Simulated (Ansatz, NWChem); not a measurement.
From Ansatz to NWChem

This Ansatz 0.2.0 job computes SiICl2F (SMILES F[Si](Cl)(Cl)I):

input.yaml:
```yaml
crystal:
  periodic: [false, false, false]
  atoms:
    - symbol: F
      position_ang: [0.806200, -0.496700, 1.372800]
    - symbol: Si
      position_ang: [0.023600, -0.092300, 0.062800]
    - symbol: Cl
      position_ang: [-1.953200, -0.173400, 0.471700]
    - symbol: Cl
      position_ang: [0.484000, -1.436000, -1.374000]
    - symbol: I
      position_ang: [0.689300, 2.124700, -0.574800]
basis:
  gaussian: {orbitals: STO-3G}
hamiltonian: {xc: hf}
accuracy: high
output: {forces: true, orbitals: {seedname: orbitals}}
```

```bash
$ ansatz run input.yaml --threads 1 --pin off --max-ram 2610MiB --events-out events.jsonl --progress --plain --runs-dir runs
```

The coordinates come from a PBE0-D4/def2-TZVP relaxation.

The run is non-relativistic. The shape isn't stationary at this level (largest force 1.7 eV/Å).

It gives a total energy of -8143.666447 Eh.

**Question.** Translate the job to NWChem 7.3.0 as an input file of the program's own.

**Answer.** For example:

a.nw:
```
start a
memory stack 880 mb heap 220 mb global 1100 mb

geometry units au noautosym nocenter noautoz
 F   1.52349720 -0.93862697  2.59421602
 Si  0.04459754 -0.17442172  0.11867480
 Cl -3.69101307 -0.32767851  0.89138381
 Cl  0.91462744 -2.71364671 -2.59648370
 I   1.30258822  4.01510110 -1.08621458
end

basis spherical bse
 * library STO-3G
end

scf
 thresh 1e-08
 maxiter 80
end

task scf gradient
```

```bash
$ nwchem a.nw > a.out
```

Its energy is -8143.666447 Eh, the same as the first but for the last digit, at most.
